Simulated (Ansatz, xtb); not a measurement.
# Ranking isomers of C5H3NO

3 gas-phase structures of C5H3NO, from a drawn sample of its isomers (lower ones may exist). Each was relaxed with GFN2-xTB:

A. `C#Cc1ncco1`, a singlet
B. `C#Cc1cocn1`, a singlet
C. `C#Cc1cnco1`, a singlet

Estimate their order in r2SCAN-D4/def2-SVP energy at these geometries, lowest first.

Calculated order at r2SCAN-D4/def2-SVP: C (0.000), B (0.057), A (0.080) eV. Less than 1 kcal/mol parts B and A, so the order within that pair means little.

Energies above the lowest of each column, in eV; the last columns are at PBE0-D3(BJ)/def2-SVP geometries:

```
structure  GFN2-xTB  HF/STO-3G  r2SCAN-D4/def2-SVP  PBE0-D3(BJ)/def2-SVP  CCSD(T)/def2-SVP + ΔMP2/def2-TZVPP
        C     0.000      0.000               0.000                 0.000                               0.000
        B     0.040      0.008               0.057                 0.045                               0.021
        A     0.036      0.035               0.080                 0.091                               0.078
```

Every level run on C puts it lowest or level with the lowest. ΔMP2 is the change of the MP2 energy from the smaller to the larger basis.

Programs: Ansatz 0.2.0, xtb 6.7.1.
